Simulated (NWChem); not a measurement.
System: SiNH2Cl3; SMILES N[Si](Cl)(Cl)Cl

Output (shortened):

```
             Northwest Computational Chemistry Package (NWChem) 7.3.0
             --------------------------------------------------------

                             Geometry "geometry" -> ""
                             -------------------------

 Output coordinates in angstroms (scale by  1.889725989 to convert to a.u.)

  No.       Tag          Charge          X              Y              Z
 ---- ---------------- ---------- -------------- -------------- --------------
    1 N                    7.0000    -0.27379500     1.94459200     0.00000000
    2 Si                  14.0000    -0.03137000     0.26710200     0.00000000
    3 Cl                  17.0000    -0.89259400    -0.50780100     1.68682100
    4 Cl                  17.0000    -0.89259400    -0.50780100    -1.68682100
    5 Cl                  17.0000     1.93533000    -0.33951300     0.00000000
    6 H                    1.0000    -0.12720100     2.48684800     0.84399700
    7 H                    1.0000    -0.12720100     2.48684800    -0.84399700

 Effective nuclear repulsion energy (a.u.)     443.1993280471

                              NWChem Property Module
                              ----------------------

  itol2e modified to match energy
  convergence criterion.

                                 NWChem DFT Module
                                 -----------------

 Summary of "ao basis" -> "ao basis" (spherical)
 ------------------------------------------------------------------------------
       Tag                 Description            Shells   Functions and Types
 ---------------- ------------------------------  ------  ---------------------
 N                          pcsseg-1                 7       17   3s3p1d
 Si                         pcsseg-1                10       24   4s5p1d
 Cl                         pcsseg-1                10       24   4s5p1d
 H                          pcsseg-1                 3        5   2s1p

  itol2e modified to match energy
  convergence criterion.

            General Information
            -------------------
          SCF calculation type: DFT
          Wavefunction type:  closed shell.
          No. of atoms     :     7
          No. of electrons :    74
           Alpha electrons :    37
            Beta electrons :    37
          Charge           :     0
          Spin multiplicity:     1
          Use of symmetry is: off; symmetry adaption is: off
          Maximum number of iterations: 150
          AO basis - number of functions:   123
                     number of shells:    53
          Convergence on energy requested:  1.00D-07
          Convergence on density requested:  1.00D-05
          Convergence on gradient requested:  5.00D-04

              XC Information
              --------------
                        BHLYP Method XC Functional
                     Hartree-Fock (Exact) Exchange  0.500
                        Slater Exchange Functional  0.500 local
                    Becke 1988 Exchange Functional  0.500 non-local
              Lee-Yang-Parr Correlation Functional  1.000

             Grid Information
             ----------------
          Grid used for XC integration:  fine
          Radial quadrature: Mura-Knowles
          Angular quadrature: Lebedev.
          Tag              B.-S. Rad. Rad. Pts. Rad. Cut. Ang. Pts.
          ---              ---------- --------- --------- ---------
          N                   0.65       70           9.0       590
          Si                  1.10      123           9.0       770
          Cl                  1.00      123          11.0       770
          H                   0.35       60          11.0       590
          Grid pruning is: on
          Number of quadrature shells:   682
          Spatial weights used:  Erf1

      Superposition of Atomic Density Guess
      -------------------------------------

 Sum of atomic energies:       -1722.42040579

      Non-variational initial energy
      ------------------------------

 Total energy =   -1724.019707
 1-e energy   =   -3263.586265
 2-e energy   =    1096.367230
 HOMO         =      -0.369386
 LUMO         =       0.037642

   convergence    iter        energy       DeltaE   RMS-Dens  Diis-err
 ---------------- ----- ----------------- --------- --------- ---------
 d= 0,ls=0.0,diis     1  -1726.0463922716 -2.17D+03  7.78D-03  9.57D-01
 d= 0,ls=0.0,diis     2  -1726.0783904786 -3.20D-02  4.36D-03  3.97D-01
 d= 0,ls=0.0,diis     3  -1726.1231421094 -4.48D-02  8.99D-04  3.20D-02
 d= 0,ls=0.0,diis     4  -1726.1268724349 -3.73D-03  9.24D-05  1.87D-04
 d= 0,ls=0.0,diis     5  -1726.1268894647 -1.70D-05  3.71D-05  4.33D-05
  Resetting Diis
 d= 0,ls=0.0,diis     6  -1726.1268942810 -4.82D-06  1.05D-05  3.26D-06
 d= 0,ls=0.0,diis     7  -1726.1268946535 -3.72D-07  3.05D-06  8.68D-08
 d= 0,ls=0.0,diis     8  -1726.1268946606 -7.13D-09  1.26D-06  4.52D-08

[...]

          -----------------------------------------
          Chemical Shielding Tensors (GIAO, in ppm)
          -----------------------------------------

                                NWChem CPHF Module
                                ------------------

  scftype          =     RHF
  nclosed          =       37
  nopen            =        0
  variables        =     3182
  # of vectors     =        3
  tolerance        = 0.10D-03
  level shift      = 0.00D+00
  max iterations   =       50
  max subspace     =       30

 SCF residual:    5.5388213626726083E-005

Iterative solution of linear equations
  No. of variables     3182
  No. of equations        3
  Maximum subspace       30
        Iterations       50
       Convergence  1.0D-04

   iter   nsub   residual    time
   ----  ------  --------  ---------
     1      3    5.95D-01      55.3
     2      6    4.10D-02      61.2
     3      9    5.50D-03      68.2
     4     12    4.88D-04      73.3
     5     15    3.06D-05      78.2

      Atom:    1  N
        Diamagnetic
    301.7455     -2.7829      0.0000
     -2.7829    336.2383      0.0000
      0.0000      0.0000    321.5014

        Paramagnetic
   -107.7134      6.4853      0.0000
      6.4853    -82.6309      0.0000
      0.0000      0.0000   -122.0846

        Total Shielding Tensor
    194.0321      3.7024      0.0000
      3.7024    253.6073      0.0000
      0.0000      0.0000    199.4168

           isotropic =     215.6854
          anisotropy =      57.2267

          Principal Components and Axis System
                 1           2           3
              253.8366    199.4168    193.8029

      1         0.0618      0.0000      0.9981
      2         0.9981     -0.0000     -0.0618
      3         0.0000      1.0000     -0.0000

      Atom:    2  Si
        Diamagnetic
    879.3397     -0.3217      0.0000
     -0.3217    876.3593      0.0000
      0.0000      0.0000    881.2069

        Paramagnetic
   -530.2835     14.5777      0.0000
     14.5777   -501.6802      0.0000
      0.0000      0.0000   -535.3665

        Total Shielding Tensor
    349.0562     14.2560      0.0000
     14.2560    374.6791      0.0000
      0.0000      0.0000    345.8404

           isotropic =     356.5252
          anisotropy =      36.7638

          Principal Components and Axis System
                 1           2           3
              381.0345    345.8404    342.7008

      1         0.4072      0.0000      0.9134
      2         0.9134     -0.0000     -0.4072
      3         0.0000      1.0000     -0.0000

      Atom:    3  Cl
        Diamagnetic
   1147.1417      1.6333     -4.1130
      1.6333   1145.7500     -3.1117
     -4.1130     -3.1117   1152.6905

        Paramagnetic
   -316.9822     26.2596   -102.0778
     26.2596   -390.3155    -69.6934
   -102.0778    -69.6934   -223.3262

        Total Shielding Tensor
    830.1595     27.8929   -106.1908
     27.8929    755.4345    -72.8051
   -106.1908    -72.8051    929.3643

           isotropic =     838.3194
          anisotropy =     271.2827

          Principal Components and Axis System
                 1           2           3
             1019.1746    768.7840    726.9997

      1        -0.5013      0.8435      0.1928
      2        -0.2791     -0.3685      0.8867
      3         0.8190      0.3907      0.4202

      Atom:    4  Cl
        Diamagnetic
   1155.3938     -2.6313      0.0000
     -2.6313   1144.9496     -0.0000
      0.0000     -0.0000   1145.0941

        Paramagnetic
   -185.2283    -70.0106     -0.0000
    -70.0106   -447.8966     -0.0000
     -0.0000     -0.0000   -439.3405

        Total Shielding Tensor
    970.1655    -72.6419     -0.0000
    -72.6419    697.0531     -0.0000
     -0.0000     -0.0000    705.7536

           isotropic =     790.9907
          anisotropy =     295.9408

          Principal Components and Axis System
                 1           2           3
              988.2846    705.7536    678.9340

      1         0.9703     -0.0000      0.2420
      2        -0.2420     -0.0000      0.9703
      3        -0.0000      1.0000      0.0000

      Atom:    5  H
        Diamagnetic
     19.8680      0.7857      1.4031
      0.7857     35.6335      9.5386
      1.4031      9.5386     34.8455

        Paramagnetic
      3.0103     -0.0931     -0.4054
     -0.0931     -1.8157     -2.1922
     -0.4054     -2.1922     -2.0703

        Total Shielding Tensor
     22.8783      0.6926      0.9976
      0.6926     33.8178      7.3464
      0.9976      7.3464     32.7752

           isotropic =      29.8238
          anisotropy =      16.3748

          Principal Components and Axis System
                 1           2           3
               40.7403     25.9526     22.7785

      1         0.0663      0.0811      0.9945
      2         0.7293     -0.6842      0.0072
      3         0.6810      0.7248     -0.1045
```

Level: BHandHLYP/pcSseg-1, GIAO. Geometry: optimised at PBE0/def2-SVP. The output numbers the shielded atoms by their place in the input's list. The printed shielding anisotropy is the first printed principal value minus the mean of the other two.

**Question.** Which NWChem input produces such a log?

**Answer.** One answer among several that fit: the input that was run:
```
start job
memory heap 200 mb stack 900 mb global 1100 mb
geometry units angstroms noautosym nocenter noautoz
  N     -0.273795     1.944592     0.000000
  Si    -0.031370     0.267102     0.000000
  Cl    -0.892594    -0.507801     1.686821
  Cl    -0.892594    -0.507801    -1.686821
  Cl     1.935330    -0.339513     0.000000
  H     -0.127201     2.486848     0.843997
  H     -0.127201     2.486848    -0.843997
end
basis spherical
  * library pcsseg-1
end
dft
  xc bhlyp
  iterations 150
end
property
  shielding 5 1 2 3 5 6
end
task dft property
```
